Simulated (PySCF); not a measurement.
## MgGe at ROHF-SCS-MP2

Computed with ROHF-SCS-MP2; Mg cc-pVDZ, Ge cc-pVDZ-PP with ECP10; scalar-relativistic core potentials (PySCF 2.14).

```
state                          : ³Σ⁻ (triplet), unpaired electrons π ↑↑
bond length                    : 262.8 pm
harmonic wavenumber            : 234 cm⁻¹
force constant                 : 0.583 mdyn/Å
rotational constant Be         : 0.1348 cm⁻¹
anharmonicity ωexe             : 2.55 cm⁻¹
vibration–rotation constant αe : 0.00144 cm⁻¹
well depth De to Mg + Ge       : 14.2 kcal/mol
dissociation energy D0         : 13.9 kcal/mol
```

Correlated steps freeze 5 core orbitals. Correlated levels converge slowly with the basis: in double zeta they bind strong bonds too weakly, by up to about 1 eV, and carry superposition errors of some tenths. Spin–orbit coupling is left out. The state was picked by a PBE0 search and need not be the measured ground state.
